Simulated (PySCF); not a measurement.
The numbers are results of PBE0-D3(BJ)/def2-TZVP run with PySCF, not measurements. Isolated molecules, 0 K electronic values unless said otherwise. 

Reference species (SMILES): `[AlH3]` (neutral, multiplicity 1).

```json
{
  "LUMO": "-1.75 eV",
  "HOMO–LUMO gap": "6.83 eV"
}
```

Changed species: `[Cl][AlH2]` (1 of 3 H replaced by Cl; the reference has 0 of 3 H replaced by Cl).

### Question
What does the change do to the LUMO and HOMO–LUMO gap?

### Answer
the LUMO goes up by 0.12 eV, to -1.63 eV; the HOMO–LUMO gap rises by 0.11 eV, to 6.94 eV.
